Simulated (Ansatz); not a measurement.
Two isomers of CH7GeNSi: A = `C1[NH][GeH2][SiH2]1`, B = `[NH2][GeH]1[CH2][SiH2]1`.

Computed with Ansatz on PBE0-D4/def2-TZVP structures; ΔE is electronic, products minus reactants. CCSD(T)/CBS is the MP2 limit (def2-TZVPP, def2-QZVPP) plus CCSD(T) − MP2 in def2-TZVPP, frozen cores. DFT in def2-TZVPP. B3LYP here is the variant with VWN-RPA as its local correlation; programs differ in this. For Ge outer-core shells are correlated without core-valence functions, which leaves a few kJ/mol of doubt a bond. Scalar relativity is left out up to krypton. Each species was taken in one conformer, which may not be the lowest.

A:

```xyz
11

C    -0.334    1.146    0.269
N     0.994    0.709   -0.179
Ge    0.835   -1.086   -0.647
Si   -1.066   -0.572    0.675
H    -0.280    1.832    1.123
H    -0.936    1.637   -0.510
H     1.534    1.391   -0.690
H     2.040   -1.921   -0.172
H     0.647   -1.356   -2.162
H    -2.445   -0.832    0.183
H    -0.989   -0.947    2.112
```

B:

```xyz
11

N     0.449   -0.500   -1.964
Ge    0.768   -0.387   -0.154
C    -0.194    1.168    0.649
Si   -1.049   -0.403    1.249
H     0.386   -1.451   -2.300
H     1.127   -0.005   -2.528
H     2.224   -0.553    0.316
H    -0.739    1.776   -0.069
H     0.341    1.771    1.378
H    -0.897   -0.741    2.685
H    -2.415   -0.675    0.741
```

Problem. Which isomer does CCSD(T)/CBS put lower? Give the gap. (An estimate is asked.)

Solution. Computed: A, by 0.2 kcal/mol. So small a gap doesn't settle the order.

Problem. Give E(B) − E(A) in kcal/mol with B3LYP-D4, CCSD(T)/def2-TZVPP, LDA (SPW92), MP2/def2-TZVPP, PBE-D4, r2SCAN-D4, ωB97M-V. (An estimate is asked.)

Solution. Ansatz gave: B3LYP-D4 2.0, CCSD(T)/def2-TZVPP 0.8, LDA (SPW92) 2.3, MP2/def2-TZVPP -0.1, PBE-D4 1.0, r2SCAN-D4 -0.3, ωB97M-V 1.7. The order is the other way round with MP2/def2-TZVPP, r2SCAN-D4.

Problem. Does the order hold for the free energy at 298.15 K (harmonic terms from PBE0-D4)? (An estimate is asked.)

Solution. Computed: Too close to call: G(B) − G(A) = -0.3 kcal/mol, for one conformer each.

Largest T1 diagnostic: 0.012.

Leaving LDA and LC-ωPBE aside and taking each functional with its dispersion term where it has one, the values, not all of them listed here, spread over 3.2 kcal/mol, from r2SCAN-D4 to BHLYP-D4. LDA lies +1.7 kcal/mol from PBE without D4. At CCSD(T), def2-SVP lies +4.5 kcal/mol from the extrapolated value and def2-TZVPP +0.6 kcal/mol.
